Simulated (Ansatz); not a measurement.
The cluster Na8P⁻: single points at one geometry.

```yaml
crystal:
  periodic: [false, false, false]
  atoms:
    - {symbol: P, position_ang: [0.385396, -0.654090, 1.643352]}
    - {symbol: Na, position_ang: [-3.489610, 0.493746, -1.216370]}
    - {symbol: Na, position_ang: [2.906278, -0.834952, 0.735456]}
    - {symbol: Na, position_ang: [-0.928316, 0.884314, -3.746052]}
    - {symbol: Na, position_ang: [-0.332225, -1.526264, -0.828350]}
    - {symbol: Na, position_ang: [2.478070, 0.122838, -2.784765]}
    - {symbol: Na, position_ang: [1.082147, 0.399568, 3.923140]}
    - {symbol: Na, position_ang: [-2.251611, -0.491515, 2.107566]}
    - {symbol: Na, position_ang: [0.149880, 1.606355, 0.166023]}
basis:
  gaussian: {orbitals: def2-SVPD, initial_orbitals: start.molden}
total_charge: -1
correlation: {method: ccsd_t}
scf: {omitted_lower_state_checks: [starts]}
output: {orbitals: {seedname: orbitals}}
```

The file start.molden holds the orbitals of an earlier run on this structure, at another level or in another basis.

```sh
$ ansatz run in.yaml --threads 4 --pin off --events-out ev --progress --plain --max-ram 4787MiB
```

Shortened log:

```
Functional definition: HF
1487 factors; integrals over basis functions are off by at most 6.4e-4 eV
mean field evaluation 1: about -44490.9727 eV, gradient 1.6e1 eV
mean field evaluation 2: about -44491.6714 eV, gradient 7.5e-1 eV
mean field evaluation 4: about -44492.4026 eV, gradient 1.0e-1 eV
mean field evaluation 8: about -44492.4047 eV, gradient 6.0e-5 eV
mean field evaluation 16: about -44492.4047 eV, gradient 2.4e-6 eV
mean field evaluation 32: about -44484.8607 eV, gradient 1.3e1 eV
mean field evaluation 64: about -44491.0606 eV, gradient 2.1e-1 eV
mean field evaluation 96: about -44490.8558 eV, gradient 6.8e-1 eV
mean field -44492.40468783 eV, -1635.0657142427 hartree, gradient 6.5e-6 eV, S^2 0.000000; 1 other end points of the search recorded, 0 dependent functions left out; unrestricted orbitals would lower it
determinant -44492.40468783 eV, -1635.0657142427 hartree, with singles and doubles -44500.56437734 eV, -1635.3655773015 hartree
determinant -44491.11293842 eV, -1635.0182433275 hartree, with singles and doubles -44499.47017456 eV, -1635.3253660909 hartree
13 core orbitals not correlated: weight in the atoms' cores, before any rotation towards them, 1.000 or more for the frozen orbitals, at most 0.000 for the correlated occupied ones
reference -44492.40468783 eV, -1635.0657142427 hartree; 39, 39 occupied and 116, 116 virtual orbitals, 1487 factors
second order -7.64268716 eV of doubles, -0.00000000 eV of singles
cycle   1  -8.06592690 eV  change   -2.7e-1 eV  update   4.3e-2
cycle   2  -8.09624259 eV  change   -3.0e-2 eV  update   1.4e-2
cycle   3  -8.09598680 eV  change    2.6e-4 eV  update   7.4e-3
cycle   4  -8.09731931 eV  change   -1.3e-3 eV  update   3.7e-3
cycle   5  -8.09843349 eV  change   -1.1e-3 eV  update   2.5e-3
cycle   6  -8.09875281 eV  change   -3.2e-4 eV  update   1.4e-3
cycle   7  -8.09894051 eV  change   -1.9e-4 eV  update   8.5e-4
cycle   8  -8.09909390 eV  change   -1.5e-4 eV  update   4.7e-4
cycle   9  -8.09911373 eV  change   -2.0e-5 eV  update   2.7e-4
cycle  10  -8.09899453 eV  change    1.2e-4 eV  update   1.7e-4
cycle  11  -8.09898745 eV  change    7.1e-6 eV  update   1.0e-4
cycle  12  -8.09899389 eV  change   -6.4e-6 eV  update   6.2e-5
perturbative correction -0.76504476 eV, -0.0281148763 hartree
Total energy: -44501.26872648 eV, -1635.3914616547 hartree
Checks for a lower state left out: starts
```

It took 4.5 min on 4 threads of Arm Neoverse V1 on a shared host, peak host memory 2.8 GiB.

First input, but with `gaussian: {orbitals: def2-TZVPD, initial_orbitals: start.molden}`, `hamiltonian: {xc: {name: B97M-V}}` and without the key `correlation` (abridged; 47 s):

```
Functional definition: B97M-V
mean field -44611.42611609 eV, -1639.4396710556 hartree, gradient 8.9e-5 eV, S^2 0.000000
Total energy: -44611.42619160 eV, -1639.4396738306 hartree
Checks for a lower state left out: starts
```

Geometry: PBE0-D4/def2-SVPD.

Correlated methods freeze 13 core orbitals; core or outer-core shells of Na are correlated, in sets that lack core-valence functions. At CCSD(T)/def2-SVPD the restricted singlet (for correlated methods, its reference) is unstable: a solution with broken spin symmetry lies lower. The restricted singlet is unstable towards broken spin symmetry in Hartree–Fock (as tested in another run); at B97M-V/def2-TZVPD this wasn't settled. Another isomer (singlet) lies 0.27 eV lower at PBE0-D4/def2-TZVPD; other spin states weren't run for this one.
